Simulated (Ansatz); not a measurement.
`C[N](C)[GeH3]` + HBr → `[GeH3][Br]` + `CNC` at 600 K and 1 bar (ligand exchange at a Ge–N bond).

Program: Ansatz. Geometries: PBE0-D4/def2-TZVP. ΔE: electronic, gas phase. CBS: MP2 limit from def2 TZ/QZ plus the TZ coupled-cluster correction, frozen cores. For Br, Ge outer-core shells are correlated without core-valence functions, which leaves a few kJ/mol of doubt a bond. Scalar relativity is left out up to krypton.

```json
{"species": "`C[N](C)[GeH3]`", "CCSD(T)/CBS energy (Eh)": "-2212.31524", "H − E (kJ/mol)": "339.1", "S (J/(mol·K))": "433.3"}
{"species": "HBr", "CCSD(T)/CBS energy (Eh)": "-2573.91920", "H − E (kJ/mol)": "33.5", "S (J/(mol·K))": "219.1"}
{"species": "`[GeH3][Br]`", "CCSD(T)/CBS energy (Eh)": "-4651.26096", "H − E (kJ/mol)": "96.2", "S (J/(mol·K))": "322.2"}
{"species": "`CNC`", "CCSD(T)/CBS energy (Eh)": "-135.00321", "H − E (kJ/mol)": "284.6", "S (J/(mol·K))": "333.5"}
```

H − E and S are ideal-gas, rigid-rotor, harmonic terms from PBE0-D4/def2-TZVP. 1 Eh = 2625.50 kJ/mol, R = 8.31446 J/(mol·K).

By hand: ΔE, ΔH, ΔS and ΔG.

ΔE = (-4651.26096) + (-135.00321) − (-2212.31524) − (-2573.91920) = -0.02973 Eh = -78.1 kJ/mol. Δ(H − E) = 96.2 + 284.6 − 339.1 − 33.5 = 8.2, so ΔH = -69.9 kJ/mol. ΔS = 322.2 + 333.5 − 433.3 − 219.1 = 3.3 J/(mol·K). ΔG = -69.9 − 600 × (3.3)/1000 = -71.9 kJ/mol.

By hand: the equilibrium constant, and the temperature at which ΔG would vanish if ΔH and ΔS stayed fixed.

log₁₀ K = −ΔG/(RT ln 10) = 6.3. ΔH and −TΔS have one sign here, so there is no such temperature.

The number of gas molecules stays the same, so ΔS is small and ΔH decides. A doubt of 5 kJ/mol in ΔE shifts log₁₀ K by 0.4 here. These are equilibria of isolated gas molecules and say nothing of rates. Largest T1 diagnostic: 0.011 (customary marks: 0.02 for closed shells, 0.045 for open ones).

ΔS is within the doubt of such terms, so its sign, and with it that verdict, could turn.
